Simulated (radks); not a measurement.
Neutral tungsten inside a hard spherical wall (all orbitals vanish at R), configuration held at [Xe] 4f14 5d4 6s2 and not refilled when levels cross. Calculated with a radial shooting solver on a logarithmic mesh with Libxc functionals: scalar-relativistic Kohn-Sham, PBE, spin-polarised, spherical densities, point nucleus; open shells are filled with parallel spins first (spin-orbit coupling, left out, can overturn this in heavy ions). Eigenvalues in eV for spin up, with the zero of energy where the potential of the charges vanishes at infinity; a dash marks a level that is unbound or too diffuse for the functional's potential to be trusted. A positive occupied level is held by the wall or, in an anion where self-interaction has pushed it up, behind a barrier. The pressure on the wall is -dE/dV.

R (bohr),E (hartree),kinetic (hartree),e(5p),e(4f),e(6s),e(5d),"e(6p, empty)","e(7s, empty)",pressure (GPa)
free,-16142.5993,17790.401,-43.799,-32.977,-6.242,-5.305,-1.589,-,0
15,-16142.5993,17790.401,-43.799,-32.976,-6.242,-5.305,-1.586,0.210,< 0.0001
8,-16142.5946,17790.442,-43.562,-32.738,-6.051,-5.090,-1.058,3.990,0.203
6,-16142.5491,17790.724,-42.408,-31.542,-4.997,-4.063,0.911,12.015,3.91
5,-16142.4293,17791.320,-40.555,-29.555,-2.966,-2.378,4.205,22.900,19.8
2,-16124.8158,17854.665,13.745,30.461,141.07,66.839,180.19,399.67,23400
1.5,-16080.0797,17998.090,104.00,103.10,391.79,180.39,454.09,905.49,183000
